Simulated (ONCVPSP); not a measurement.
# silicon (Si): one change to an ONCV potential, before and after

```
Element                 : silicon (Si)
Generator               : ONCVPSP 4.0.1
Type                    : optimised norm-conserving Vanderbilt (ONCV)
Functional              : Wu-Cohen
Relativity              : non-relativistic
Frozen core             : [Ne]
Valence charge          : 4
Reference configuration : 3s1.5 3p2.5
Partial waves           : 3s: rc 1.55 bohr, ncon 4, nbas 7, qcut 3.6 1/bohr, 2 projectors, debl 1.3 Ha; 3p: rc 1.80 bohr, ncon 3, nbas 6, qcut 5.2 1/bohr, 2 projectors, debl 0.6 Ha; d scattering state at 0.41 Ha: rc 1.55 bohr, ncon 5, nbas 10, qcut 5.9 1/bohr, 2 projectors, debl 0.4 Ha
Local potential         : polynomial inside 1.45 bohr (lpopt 2, dvloc0 2 Ha)
Core correction         : Teter function, fcfact 3, rcfact 1.45
```

All-electron outer shells of the reference configuration (Wu-Cohen, non-relativistic, ld1.x):

| shell | level (eV) | outermost node (bohr) | outermost maximum (bohr) |
| --- | --- | --- | --- |
| 2s | -139.41 | 0.15 | 0.45 |
| 2p | -96.41 | – | 0.39 |
| 3s | -11.11 | 0.72 | 1.77 |
| 3p | -4.36 | 0.72 | 2.14 |

Change: all radii but the core radius scaled by about 1.34 (s 2.08, p 2.42, d 2.08 bohr); local potential polynomial inside 1.94 bohr (lpopt 2, dvloc0 2 Ha).

Cutoffs: the cutoffs (Ha) at which the residual kinetic energy of the hardest occupied pseudo-wave falls to 1 and 0.1 mHa per electron; they do not see the model core or the augmentation charge, which bear on the density cutoff. Errors are all-electron minus pseudo energies relative to the spin-unpolarised reference configuration.

Predict the effect on cutoff, ghosts and configuration errors.

The potential gets softer (8.0 Ha and 28 Ha → 6.7 Ha and 23 Ha); of the 4 tests that both files solve, the error grows in 2 and shrinks in 1 by more than 15 % and 0.3 meV (median size 1.3 → 2.5 meV); neither file shows a bound ghost. A larger radius leaves more room for a smooth pseudo-wave, so fewer plane waves are needed.

```csv
quantity,base,changed
"cutoff, loose",8.0 Ha,6.7 Ha
"cutoff, tight",28 Ha,23 Ha
loose cutoff by channel,"s 8.0 Ha, p 3.6 Ha","s 6.7 Ha, p 3.3 Ha"
bound ghosts,none,none
GHOST(+) flags under 300 eV,none,none
"error for 3s2 3p2, meV [ΔE -3.36 eV]",-0.9,-1.7
"error for 3s2 3p1, meV [ΔE 4.37 eV]",+0.9,+0.5
"error for 3s2 3p0, meV [ΔE 20.37 eV]",+11,+12
"error for 3s1 3p2, meV [ΔE 11.73 eV]",-1.7,-3.3
"rms error of d²Exc/dni dnj with the model core, mHa",0.92,1.10
```

Base: The cutoffs count occupied waves only; projector 2 of the s channel, the hardest unoccupied one, needs 53 Ha at the loose tolerance.
